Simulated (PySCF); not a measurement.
## The third ionisation energy along the second row

Calculated with PySCF 2.14 from differences of total energies of unrestricted determinants, without spin-orbit coupling. Values in eV. The last column holds reference values (NIST; (s) semi-empirical, (t) theoretical, else measured). Unmarked ones compare directly (S terms, centres of terms, or small fine structure); those marked * lie between the lowest fine-structure levels and include a spin-orbit shift.

```json
{"element": "B (aug-cc-pwCVDZ, non-relativistic)", "configurations": "[He] 2s1 → 1s2", "UHF": "37.794", "MP2 (valence and next inner shell)": "37.835", "CCSD (valence and next inner shell)": "37.840", "CCSD(T) (valence and next inner shell)": "37.840", "CCSDT (valence and next inner shell)": "37.840", "CCSD (valence)": "n/a", "reference": "37.931"}
{"element": "C (aug-cc-pwCVDZ, non-relativistic)", "configurations": "[He] 2s2 → [He] 2s1", "UHF": "45.769", "MP2 (valence and next inner shell)": "46.929", "CCSD (valence and next inner shell)": "47.754", "CCSD(T) (valence and next inner shell)": "47.764", "CCSDT (valence and next inner shell)": "47.765", "CCSD (valence)": "47.761", "reference": "47.888"}
{"element": "N (aug-cc-pwCVDZ, non-relativistic)", "configurations": "[He] 2s2 2p1 → [He] 2s2", "UHF": "47.154", "MP2 (valence and next inner shell)": "47.189", "CCSD (valence and next inner shell)": "46.946", "CCSD(T) (valence and next inner shell)": "46.959", "CCSDT (valence and next inner shell)": "46.963", "CCSD (valence)": "46.919", "reference": "47.445 (s) *"}
{"element": "O (aug-cc-pwCVDZ, non-relativistic)", "configurations": "[He] 2s2 2p2 → [He] 2s2 2p1", "UHF": "54.520", "MP2 (valence and next inner shell)": "54.721", "CCSD (valence and next inner shell)": "54.499", "CCSD(T) (valence and next inner shell)": "54.501", "CCSDT (valence and next inner shell)": "54.502", "CCSD (valence)": "54.474", "reference": "54.936 (s) *"}
{"element": "F (aug-cc-pwCVDZ, non-relativistic)", "configurations": "[He] 2s2 2p3 → [He] 2s2 2p2", "UHF": "62.155", "MP2 (valence and next inner shell)": "62.536", "CCSD (valence and next inner shell)": "62.306", "CCSD(T) (valence and next inner shell)": "62.302", "CCSDT (valence and next inner shell)": "62.301", "CCSD (valence)": "62.282", "reference": "62.708 (s) *"}
{"element": "Ne (aug-cc-pwCVDZ, non-relativistic)", "configurations": "[He] 2s2 2p4 → [He] 2s2 2p3", "UHF": "61.655", "MP2 (valence and next inner shell)": "62.492", "CCSD (valence and next inner shell)": "62.488", "CCSD(T) (valence and next inner shell)": "62.503", "CCSDT (valence and next inner shell)": "62.504", "CCSD (valence)": "62.469", "reference": "63.423 *"}
```

"Valence" correlates the outer s and p shells and, in groups 3 to 12 and the f block, the outer d or f shell, open or full, or the next shell where the ion has no valence electron left; the wider scheme adds the next inner shell.
